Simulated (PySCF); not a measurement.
Si(H)(Cl)(Me)(NH2) (CH6ClNSi), SMILES N[SiH](Cl)C.

Coordinates come from a B3LYP-D3(BJ)/def2-SVP optimisation. One conformer was computed; it need not be the lowest.

Two levels are set side by side: TDA-PBE/def2-SVPD (PySCF) and TDA-LC-ωPBE/def2-SVPD (PySCF). Vertical, same geometry. The lowest singlet is HOMO→LUMO 95 % with PBE and HOMO→LUMO 68 %, HOMO→LUMO+1 16 % with the other functional; states are paired by order. Differences are taken from unrounded values.

```
quantity                               TDA-LC-ωPBE  TDA-PBE  TDA-PBE minus TDA-LC-ωPBE
-------------------------------------  -----------  -------  -------------------------
lowest singlet excitation (eV)                7.55     6.28                      -1.28
lowest triplet excitation (TDA) (eV)          7.05     5.96                      -1.09
first bright state (f over 0.05) (eV)         7.55     6.98                      -0.57
its oscillator strength                       0.05     0.07                       0.02
```

A lower first singlet is the usual sign of a functional without exact exchange. Differences between two approximate levels are no errors against the true value.

Rough cost on one machine, each run with all the roots and properties that it gave: TDA-LC-ωPBE against TDA-PBE about 4 times.
